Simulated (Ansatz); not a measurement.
Reaction (ligand exchange at the Si–O bond): `O[SiH2][SiH](O)F` + H–F → `O[SiH](F)[SiH2]F` + H₂O

Isolated molecules relaxed with PBE0-D4/def2-TZVP in Ansatz; ΔE leaves out vibrations. CCSD(T)/CBS is the MP2 limit (def2-TZVPP, def2-QZVPP) plus CCSD(T) − MP2 in def2-TZVPP, frozen cores. This one scheme is used for every species. Functionals use def2-TZVPP. HSE06 is defined as in plane-wave codes. Each species was taken in one conformer, which may not be the lowest.

```csv
level,ΔE (kJ/mol),difference from CCSD(T)/CBS
revPBE-D4,-34.6,2.9
BLYP-D4,-39.6,-2.1
PBE0-D4,-35.4,2.1
ωB97M-V,-37.8,-0.3
PBE-QIDH,-35.3,2.2
PBE,-38.6,-1.1
r2SCAN,-39.6,-2.1
HSE06,-37.3,0.2
LC-ωPBE,-38.5,-1.0
MP2/def2-SVP,-32.1,5.4
CCSD/def2-SVP,-34.7,2.8
CCSD(T)/def2-SVP,-33.7,3.8
HF/def2-TZVPP,-46.0,-8.5
MP2/def2-TZVPP,-34.1,3.4
MP2/def2-QZVPP,-35.7,1.8
CCSD/CBS(def2),-39.0,-1.5
CCSD(T)/CBS,-37.5,0
```

**Question.** What do rigid-rotor, harmonic-oscillator terms from PBE0-D4/def2-TZVP frequencies (298.15 K, 1 bar) make of the CCSD(T)/CBS value? (An estimate is asked.)

**Answer.** Ansatz gave: ΔZPE = +1.4 kJ/mol, ΔH = -36.0 kJ/mol, ΔS = 12 J/(mol·K), ΔG = -39.5 kJ/mol. Modes under 50 cm⁻¹ make the entropy rough.

Largest T1 diagnostic among the species: 0.012.

The D4 term adds +3.9 kJ/mol with B3LYP and +2.1 kJ/mol with PBE0; it sums over pairs of atoms, weighted by their polarisabilities, and B3LYP, whose exchange is more repulsive, gets the larger term. At CCSD(T), def2-SVP lies +3.8 kJ/mol from the extrapolated value and def2-TZVPP +1.7 kJ/mol. Leaving LDA and LC-ωPBE aside and taking each functional with its dispersion term where it has one, the values, not all of them listed here, spread over 6.3 kJ/mol, from B97M-V to revPBE-D4. LDA lies +8.0 kJ/mol from PBE without D4.

B3LYP here is the variant with VWN-RPA as its local correlation; programs differ in this.
